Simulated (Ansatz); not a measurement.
Mulliken charges of AlF₃H₂Se, SMILES `[F][Al-]([F])([F])[SeH2+]` from PBE/def2-TZVPP in Ansatz (PBE0-D4/def2-TZVP geometry).

| atom | x (Å) | y (Å) | z (Å) | charge (e) |
| --- | --- | --- | --- | --- |
| F1 | 0.567 | -1.065 | 1.835 | -0.333 |
| Al2 | 0.258 | -1.028 | 0.216 | 0.725 |
| F3 | -1.290 | -1.333 | -0.267 | -0.337 |
| F4 | 1.470 | -1.432 | -0.826 | -0.333 |
| Se5 | 0.329 | 1.543 | -0.112 | 0.061 |
| H6 | -0.968 | 1.759 | 0.545 | 0.108 |
| H7 | -0.305 | 1.489 | -1.437 | 0.108 |

**Question.** By hand: the dipole of these point charges (1 e Å = 4.8032 D).

**Answer.** Σ q r = (-0.174, 0.980, -0.193) e Å, of length 1.014 e Å = 4.87 D.

**Question.** How does the dipole of the full density compare? (Estimate.)

**Answer.** The calculation gave: (-0.159, 0.975, -0.187) e Å, 4.83 D; the point charges give 1.01 times that, at 1° from its direction.

Point charges leave out the atoms' own dipoles, such as those of lone pairs, and Mulliken's split depends on the basis, so the close match here is no proof of good charges.
